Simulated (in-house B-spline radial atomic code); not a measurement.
A radial electron density 4πr²n(r) was computed for an atom or ion in its tabulated ground configuration with a B-spline radial code for spherical atoms; method: Dirac-Hartree-Fock, average of configuration. Columns: r (bohr), 4πr²n(r) (electrons per bohr), bar.

```
 0.00588    0.247 #
 0.00686   0.3293 #
   0.008   0.4375 ##
 0.00933   0.5789 ##
  0.0109   0.7652 ###
  0.0127    1.001 ####
  0.0148    1.303 #####
  0.0173    1.692 #######
  0.0201    2.159 #########
  0.0235    2.756 ###########
  0.0274    3.464 ##############
   0.032    4.308 #################
  0.0373    5.264 #####################
  0.0435    6.327 #########################
  0.0508    7.462 ##############################
  0.0592    8.578 ##################################
  0.0691    9.609 #######################################
  0.0806    10.42 ##########################################
   0.094    10.91 ############################################
    0.11    10.94 ############################################
   0.128    10.48 ##########################################
   0.149    9.553 ######################################
   0.174    8.252 #################################
   0.203    6.834 ###########################
   0.237    5.574 ######################
   0.276    4.759 ###################
   0.322    4.517 ##################
   0.376    4.835 ###################
   0.438    5.482 ######################
   0.511    6.128 #########################
   0.597    6.418 ##########################
   0.696     6.13 #########################
   0.812    5.257 #####################
   0.947    3.999 ################
     1.1    2.693 ###########
    1.29    1.512 ######
     1.5   0.7391 ###
    1.75   0.2928 #
    2.05  0.08949 
    2.39  0.02181 
    2.78 0.004056
```

Question: Which atom or ion is it?
A. Al4+
B. Mg5+
C. Ne3+
D. Ne2+

Answer: C. The area under the curve, ∫4πr²n dr = ∫r·4πr²n d(ln r) on this logarithmic grid, is 7 electrons; among the options with that count, the innermost peak, which lies near 1/Z bohr, picks Z = 10. The configuration is [He] 2s2 2p3.
